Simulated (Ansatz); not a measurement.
Total energies of (HMg-mu-Br)2 (Mg2H2Br2) from Ansatz at PBE0-D4/def2-TZVP, gas phase (1 Eh = 27.2114 eV = 2625.5 kJ/mol). The reference geometry is relaxed at PBE-D4/def2-SVP.

```xyz
6

Mg   -0.2696   -0.9213   -1.4649
H    -0.5258   -1.8078   -2.8888
Br   -1.5565    1.0123   -0.3501
Mg    0.2696    0.9212    1.4650
H     0.5349    1.8189    2.8801
Br    1.5474   -1.0233    0.3587
```

```json
{"state": "charge 0 singlet", "geometry": "reference", "energy (Eh)": "-5549.03108"}
{"state": "charge 1 doublet", "geometry": "reference", "energy (Eh)": "-5548.68187"}
{"state": "charge 1 doublet", "geometry": "relaxed at PBE-D4/def2-SVP", "energy (Eh)": "-5548.68706"}
{"state": "free Mg atom (singlet)", "geometry": "–", "energy (Eh)": "-199.96078"}
{"state": "free H atom (doublet)", "geometry": "–", "energy (Eh)": "-0.50104"}
{"state": "free Br atom (doublet)", "geometry": "–", "energy (Eh)": "-2573.81189"}
```

(1) Work out the vertical ionisation energy to the doublet.

(2) How much does the charge 1 doublet relax, and what is the adiabatic ionisation energy?

(3) What is the binding energy per atom against free atoms?

(1) E(charge 1 doublet) − E(charge 0 singlet) = -5548.68187 − (-5549.03108) = 0.34921 Eh = 9.50 eV. For comparison, −ε of the highest occupied level is 7.73 eV at this level, 1.77 eV less.

(2) Relaxation: -5548.68187 − (-5548.68706) = 0.00519 Eh = 0.14 eV. Adiabatic ionisation energy: 0.34402 Eh = 9.36 eV, without zero-point energy. 

(3) Atoms: 2 × (-199.96078) + 2 × (-0.50104) + 2 × (-2573.81189) = -5548.54742 Eh. Binding: -5548.54742 − (-5549.03108) = 0.48366 Eh = 13.16 eV, or 2.19 eV for each of 6 atoms (no zero-point energy, no counterpoise term).
